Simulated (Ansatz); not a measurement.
Mulliken charges of SeSn, SMILES `[Se][Sn]` from r2SCAN/def2-TZVPP in Ansatz (PBE0-D4/def2-TZVP geometry).

```csv
atom,x (Å),y (Å),z (Å),charge (e)
Se1,0.000,0.000,0.006,-0.422
Sn2,0.000,0.000,2.332,0.422
```

By hand: the dipole of these point charges (1 e Å = 4.8032 D).

Σ q r = (0.000, 0.000, 0.982) e Å, of length 0.982 e Å = 4.72 D.

How does the dipole of the full density compare? (An estimate is asked.)

Computed: (0.000, 0.000, 0.612) e Å, 2.94 D; the point charges give 1.61 times that, at 0° from its direction.

Point charges leave out the atoms' own dipoles, such as those of lone pairs, and Mulliken's split depends on the basis, so the two needn't agree.
